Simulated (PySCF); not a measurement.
Gas-phase equilibrium of 1 mol H2S, 16 mol SO2 at 1600 K and 10.0 bar, among 21 species (S2O, SO2, O2, O, S2, S6, HO2, H2S2, H2O, H, H2O2, H2S, O3, SO, SH, H2, S8, S, SO3, H2SO4, OH). Only gases are allowed; each row takes one source of thermochemistry for all species, and Cantera finds the minimum.

Method: PySCF energies plus ideal-gas RRHO corrections (1 bar). † marks an energy on the PBE0/def2-TZVP geometry and frequencies. MP2 freezes the core. Open shells (unrestricted) among the columns below: O2 (multiplicity 3), S2 (multiplicity 3), SO (multiplicity 3); the rest are closed-shell singlets. MP2 isn't extrapolated to the basis-set limit. The harmonic model lacks anharmonicity and excited electronic states, which grow with temperature; levels with a mode under 35 cm⁻¹ are left out.

Molecules larger than those listed are left out.

Mole fractions:

```tsv
thermochemistry	x SO2	x SO	x H2O	x S2	x S2O	x H2S	x O2
M06-2X/def2-TZVP†	0.89	0.0090	0.057	0.039	0.0017	0.00060	4.2e-7
MP2/def2-SVP†	0.87	0.036	0.057	0.034	0.00066	0.00013	0.00014
PBE/def2-TZVP†	0.89	0.0069	0.054	0.034	0.0074	0.0015	3.9e-7
PBE0/def2-SVP†	0.85	0.064	0.057	0.028	0.00064	6.2e-5	0.0043
LDA/def2-TZVP†	0.90	0.00085	0.052	0.022	0.023	0.0047	5.8e-9
ωB97M-V/def2-TZVP†	0.90	0.0059	0.054	0.038	0.0024	0.0026	1.0e-7
```
The most sensitive of these is O2: it spans a factor of 10^5.9 over these rows; at this temperature one factor of ten is RT ln 10 = 31 kJ/mol.
